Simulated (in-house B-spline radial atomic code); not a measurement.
# RPA and G0W0 on wB97X: Kr IX (Kr8+)

Configuration [Ar] 3d10, mean-field start wB97X. Computed with a B-spline radial code for spherical atoms: all electrons, scalar-relativistic (spin-free one-electron X2C), finite nucleus, each spin shell either full or empty, empty states to l = 9 with an (l + 1/2)⁻⁴ tail; G0W0 by contour deformation at full frequency.

Command:
```bash
python run_gw.py task.json out
```
Settings (radii: box in bohr, nucleus in fm):
```
Z                        36
electrons                28
configuration            [Ar] 3d10
hamiltonian              x2c
method                   wb97x
lmax                     9
rms_radius               4.1884
spin_polarised           False
box_radius               7.7
intervals                66
```

Cost of the run: 3.1 s on 1 thread of Arm Neoverse N1, on a shared host.

Energies (hartree):

```json
{"term": "mean-field total", "value": "-2771.78378"}
{"term": "Hartree-Fock functional on these orbitals", "value": "-2770.13299"}
{"term": "direct second order", "value": "-2.34"}
{"term": "second-order exchange", "value": "0.6839"}
{"term": "SOSEX correction", "value": "0.64404"}
```

What is the RPA correlation energy, and what remains with SOSEX?

RPA gives -2.1048 hartree (-2.05 eV per electron); RPA + SOSEX gives -1.4607, and the second-order doubles -1.6561 hartree (no singles). RPA lacks exchange-type terms and so overcorrelates at short range.

Quasi-particle levels (eV):

```
level  occupied  mean field  Σx - vxc     Σc  QP weight     G0W0
   3d       yes     -222.10    -13.92      ?          ?        ?
   3p       yes     -338.40    -24.03   6.75      0.933  -355.67
   4s        no     -126.82      2.46  -1.39      0.995  -125.75
```

G0W0 = mean field + (Σx - vxc) + Σc, with Σc (partial-wave tail included) taken at the quasi-particle energy. Only the outer levels were computed. Levels of low weight are left out.

Where does G0W0 put 3d?

At -234.05 eV, with Σc = 1.98 eV and a quasi-particle weight of 0.975. The tabulated removal energy is 233 ± 0.7 eV (NIST, semi-empirical); the calculation leaves out spin-orbit coupling, Breit and QED terms, and what these don't explain is the method's own error.
